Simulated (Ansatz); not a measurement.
CH3Cl, charge +1, doublet, at a GFN2-xTB geometry (a state made from the parent by changing its charge; the spin is typed, not shown lowest); PBE/3-21G in Ansatz (an electronic-structure program).

Input for Ansatz:
Ansatz 0.2 input:
```yaml
crystal:
  periodic: [false, false, false]
  atoms:
    - {symbol: C, position_ang: [-0.00131604, 0.04523262, -1.08238306]}
    - {symbol: Cl, position_ang: [0.00077875, -0.02676598, 0.64048998]}
    - {symbol: H, position_ang: [-0.03211593, 1.09416315, -1.42147319]}
    - {symbol: H, position_ang: [0.90873300, -0.42897516, -1.48626886]}
    - {symbol: H, position_ang: [-0.88195964, -0.48156210, -1.48628921]}
basis:
  gaussian:
    orbitals: 3-21G.json
hamiltonian:
  xc: pbe
total_charge: 1
magnetization: {spin_polarized: true, initial_magnetization: 1}
```
The basis file holds 3-21G in the JSON format of the Basis Set Exchange.

### Question
Write the output that Ansatz gives for this input, abridged.

### Answer

```
Functional definition: PBE
325 factors; integrals over basis functions are off by at most 1.1e-3 eV
mean field evaluation 1: about -13517.8927 eV, gradient 3.7e1 eV
mean field evaluation 2: about -13505.8128 eV, gradient 5.1e1 eV
mean field evaluation 4: about -13524.0330 eV, gradient 2.9e0 eV
mean field evaluation 8: about -13524.0559 eV, gradient 1.8e0 eV
mean field evaluation 16: about -13524.0598 eV, gradient 1.2e-2 eV
mean field evaluation 32: about -13524.0005 eV, gradient 2.7e0 eV
mean field evaluation 64: about -13524.0598 eV, gradient 6.0e-6 eV
mean field -13524.05978876 eV, -497.0000303000 hartree, gradient 7.9e-6 eV, S^2 0.750696; 6 other end points of the search recorded, 0 dependent functions left out
reference -13524.05980519 eV, -497.0000309037 hartree; 13, 12 occupied and 15, 16 virtual orbitals, 325 factors
Total energy: -13524.05980519 eV, -497.0000309037 hartree
```
